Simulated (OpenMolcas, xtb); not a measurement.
## CH5FGeO (SMILES [CH3][GeH]([OH])[F]): methods side by side

The species is CH5FGeO (9 atoms), meant as a singlet with charge 0. As SMILES, `[CH3][GeH]([OH])[F]`. The coordinates come from a PBE0-D4/def2-TZVP relaxation. This is one conformer, not always the lowest.

| atom | x (Å) | y (Å) | z (Å) |
| --- | --- | --- | --- |
| C | -0.6690 | 0.9769 | -0.5842 |
| Ge | 0.0883 | -0.6437 | 0.1215 |
| O | 1.2700 | -0.1707 | 1.3455 |
| F | 0.9744 | -1.4386 | -1.1538 |
| H | 0.1389 | 1.6249 | -0.9246 |
| H | -1.2379 | 1.4935 | 0.1897 |
| H | -1.3271 | 0.7513 | -1.4235 |
| H | -0.8655 | -1.7251 | 0.6568 |
| H | 1.7165 | -0.9147 | 1.7555 |

Each level gives the vertical ionisation energy (to the doublet cation) (eV). The values are calculated.

```tsv
level	kind	program	value (eV)	CPU time (all runs)
GFN2-xTB	semi-empirical	xtb	15.08	under 2 s
HF/cc-pVDZ	Hartree–Fock	OpenMolcas	11.19	38 s
SVWN5/cc-pVDZ	LDA	OpenMolcas	10.56	2.2 min
BLYP/cc-pVDZ	GGA	OpenMolcas	10.28	3.5 min
PBE/cc-pVDZ	GGA	OpenMolcas	10.42	3.3 min
r2SCAN/cc-pVDZ	meta-GGA	OpenMolcas	10.73	4.2 min
B3LYP/cc-pVDZ	global hybrid	OpenMolcas	10.93	3.2 min
M06-2X/cc-pVDZ	hybrid meta-GGA	OpenMolcas	11.43	4.6 min
```

All-electron rows without a relativistic Hamiltonian named are non-relativistic. The values span 10.28 to 15.08 eV. The xTB values lack the empirical shift that such differences need. Times are those of the runs behind each value, whatever else they computed, on shared processors of several kinds: orders of magnitude only.
